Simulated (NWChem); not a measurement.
Species: BO, doublet; SMILES [B]=O

```xyz
2

B      0.0000     0.0000    -0.7482
O      0.0000     0.0000     0.4676
```
Atoms are numbered in this order, from 1.

Computed with NWChem. Spin-unrestricted. Geometry: optimised at PBE-D3(BJ)/def2-SVP, spin-unrestricted. No stability test was run on the SCF state.

Question: Among these, which level gives the lowest value of “dipole (D)”?
A) B3LYP/aug-cc-pVDZ
B) B3LYP/cc-pVTZ
C) B3LYP/cc-pVDZ
D) B3LYP/cc-pVQZ

Answer: C, B3LYP/cc-pVDZ. Values: B3LYP/cc-pVDZ 2.07; B3LYP/cc-pVTZ 2.34; B3LYP/cc-pVQZ 2.42; B3LYP/aug-cc-pVDZ 2.43
